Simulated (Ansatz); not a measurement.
System: diisocyanatosilane, C2H2N2O2Si, net charge 0, singlet state. 
Structure (B3LYP-D3(BJ)/def2-TZVP (Ansatz, a program for electronic structure) minimum search):
```
Si
N 1 1.7035
C 2 1.1949 1 165.98
O 3 1.1660 1 173.25 2 179.73
N 1 1.7035 2 110.34 3 22.25
C 5 1.1949 1 165.98 2 22.25
O 6 1.1660 1 173.25 2 21.29
H 1 1.4701 2 108.42 3 141.39
H 1 1.4701 8 111.91 2 -120.10
```

Property: vertical triplet-singlet gap (E(triplet) - E(singlet); each state is the SCF solution reached for its spin), in kcal/mol. Cores are frozen in the correlated levels unless marked. UHF or UKS for open shells. No spin-orbit coupling. Non-relativistic. Basis-set limits of correlation are two-point, X^-3; Hartree-Fock from the larger set. [CCSD(T)-MP2]/basis is that difference in the basis named.

RI-MP2/CBS(aug-cc-pV(T+d)Z,aug-cc-pV(Q+d)Z)+[CCSD(T)-MP2]/aug-cc-pV(T+d)Z (Ansatz) gives 164.8 kcal/mol.

Another calculation gave 159.8 kcal/mol. Which level was it?
A) B2PLYP/def2-TZVPD (Ansatz)
B) SVWN5/def2-TZVPD (Ansatz)
C) PBE0/def2-TZVPD (Ansatz)
D) r2SCAN/def2-TZVPD (Ansatz)

A, B2PLYP/def2-TZVPD (Ansatz). The others give 147.6 (r2SCAN), 138.8 (SVWN5), 151.1 (PBE0) kcal/mol.
